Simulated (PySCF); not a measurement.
CBr2ClF, SMILES FC(Cl)(Br)Br. Coordinates come from a PBE-D3(BJ)/def2-SVP optimisation.

The numbers are results of PySCF 2.14.0 with PBE-D3(BJ)/def2-SVP, not measurements.

Harmonic wavenumbers (cm⁻¹): 154, 187, 257, 296, 331, 454, 696, 759, 1109. Rotational constants (GHz): 1.852, 1.054, 0.8124; symmetry number 1.

Question: Work out the zero-point energy and the ideal-gas rigid-rotor harmonic-oscillator thermochemistry at 298.15 K and 1 atm.

Answer: ZPE = ½ Σ hcν = ½ × 4241 cm⁻¹ = 6.06 kcal/mol. H − E(el) = 10.31 kcal/mol. Entropy in cal/(mol K): translation 42.15, rotation 29.70, vibration 10.66, total 82.51. G − E(el) = -14.29 kcal/mol. Cp = 19.94 cal/(mol K).
